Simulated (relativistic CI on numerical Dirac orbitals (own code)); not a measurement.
Lu31+: sensitivity of the levels to the model

Base calculation: Dirac-Coulomb-Breit CI, KLI orbitals optimised for each configuration, model QED (radiative potential, 1s self-energy scaled to tabulated hydrogen-like ionisation energies), unscaled Slater integrals.

CI space (outside the closed core [Ar] 3d10): 4s²4p⁶4d⁴, 4s²4p⁵4d⁵, 4s²4p⁶4d³4f, 4s4p⁶4d⁵, 4s²4p⁵4d⁴4f, 4s4p⁶4d⁴4f, 4s²4p⁶4d³5s, 4s²4p⁶4d²4f5s, 4s²4p⁶4d³5p, 4s²4p⁶4d³5d, 4s²4p⁵4d⁴5s, 4s²4p⁶4d³5f, 4s²4p⁶4d²5s5p, 4p⁶4d⁵4f, 4s4p⁶4d³4f5s, 4s²4p⁶4d³6s, 4s²4p⁶4d³6p, 4s²4p⁶4d³6f, 4s²4p⁶4d³7p, 4p⁶4d⁶, 4p⁵4d⁷, 4p⁵4d⁶4f, 4s²4p⁶4d²5s², 4s²4p⁶4d4f5s², 4s²4p⁵4d²4f5s², 4s4p⁶4d²4f5s². Double excitations out of closed p, d and f shells are left out; levels of such configurations are missing from the list, as are those of other unlisted configurations, and high levels can miss mixing partners. These lack a partner that the ground configuration has and come out too high: 4s²4p⁵4d⁴5s.

Variants: (1) valence Slater integrals scaled by 0.9; (2) Breit term removed; (3) one mean potential for all configurations. Shifts of the energy above 4s²4p⁶4d⁴ ³P0, in cm⁻¹, for the lowest level and the first level of each name with at least 55 % of one term (blank where a level changes its place among those of its configuration and J or its character, or is not in the variant):

| Level | Base | Δ(1) | Δ(2) | Δ(3) |
| --- | --- | --- | --- | --- |
| 4s²4p⁶4d⁴ ³P0 | 0 | 0 | 0 | 0 |
| 4s²4p⁶4d⁴ ⁵D1 | 83962 | +2981 | +2591 | +6 |
| 4s²4p⁶4d⁴ ⁵D2 | 121447 | +1100 | +3387 | +7 |
| 4s²4p⁶4d⁴ ⁵D0 | 200005 | +2088 | +4858 | +11 |
| 4s²4p⁶4d⁴ ³H5 | 226452 | -356 | +6225 | +14 |
| 4s²4p⁶4d⁴ ³G4 | 251862 | -2481 | +6182 | +14 |
| 4s²4p⁶4d⁴ ³G5 | 346354 | -887 | +8828 | +20 |
| 4s²4p⁶4d⁴ ³D1 | 347720 | -1708 | +7485 | +18 |
| 4s²4p⁶4d⁴ ¹S0 | 421739 | -12437 | +6627 | +18 |
| 4s²4p⁶4d⁴ ¹D2 | 441692 | -10165 | +8057 | +19 |

At this charge energies of transitions that change n are usually good to better than 1 %, and those within a shell (Δn = 0) to a few per cent. Terms inside the open d or f shell come out 10 to 20 % too wide with unscaled integrals.

Ionisation energy from the two ground configurations alone: base 1242.58 eV; Breit term removed 1243.35 eV. The NIST ASD value (theoretical) is 1242 eV.

LS names give the leading component of a level, which can be under half, so a name can repeat, a term be missing and a line seem to break the LS rules.
